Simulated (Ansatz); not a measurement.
Relaxation of CH$_{7}$FO$_{2}$Si$_{2}$ (13 atoms, charge 0, multiplicity 1), to a largest force component of 0.015 eV/Å in at most 40 steps.

All numbers below come from Ansatz 0.2.0, RKS PBE0/def2-SVP.

```xyz
13
Properties=species:S:1:pos:R:3
C -0.277 -2.494 0.368
O 0.178 -1.147 0.585
Si 0.121 -0.057 -0.692
F -1.255 -0.073 -1.299
Si 0.656 2.107 0.037
O 2.042 2.714 -0.707
H 0.264 -2.961 -0.427
H -1.353 -2.406 0.100
H -0.208 -3.008 1.323
H 1.111 -0.508 -1.701
H 0.941 2.112 1.471
H -0.461 3.097 -0.228
H 2.853 2.096 -0.719
```

**Question.** Where does it end, and by what steps?

**Answer.** The forces met the threshold. The force dipped under the threshold on the way, but the program's further checks kept it going. After 22 steps the energy has fallen by 0.638 eV; H13 moved furthest, 1.01 Å.

| step | energy less start (eV) | largest force component (eV/Å) | accepted |
| --- | --- | --- | --- |
| 0 | 0.0000 | 5.268 | yes |
| 1 | -0.4219 | 2.858 | yes |
| 2 | -0.5621 | 0.790 | yes |
| 3 | -0.6015 | 0.156 | yes |
| 4 | -0.6047 | 0.144 | yes |
| 5 | -0.6064 | 0.123 | yes |
| 6 | -0.6090 | 0.139 | yes |
| 7 | -0.6098 | 0.087 | yes |
| 8 | -0.6126 | 0.018 | yes |
| 9 | -0.6137 | 0.055 | yes |
| 10 | -0.6137 | 0.446 | yes |
| 11 | -0.6194 | 0.145 | yes |
| 12 | -0.6233 | 0.104 | yes |
| 13 | -0.6288 | 0.252 | yes |
| 14 | -0.6294 | 0.324 | yes |
| 15 | -0.6338 | 0.117 | yes |
| 16 | -0.6355 | 0.032 | yes |
| 17 | -0.6370 | 0.036 | yes |
| 18 | -0.6372 | 0.070 | yes |
| 19 | -0.6377 | 0.046 | yes |
| 20 | -0.6378 | 0.024 | yes |
| 21 | -0.6379 | 0.006 | yes |
| 22 | -0.6380 | 0.004 | yes |

```xyz
13
Properties=species:S:1:pos:R:3
C -0.545 -2.399 0.435
O -0.247 -1.027 0.475
Si 0.395 -0.123 -0.750
F -0.684 0.014 -1.966
Si 0.837 1.984 0.185
O 1.529 3.029 -0.922
H 0.254 -2.982 -0.060
H -1.491 -2.587 -0.100
H -0.651 -2.769 1.465
H 1.564 -0.840 -1.353
H 1.714 1.780 1.384
H -0.439 2.619 0.615
H 2.376 2.772 -1.296
```

Time of the run: 82 s on 2 threads of Arm Neoverse V2 (shared host), peak memory 0.31 GiB.
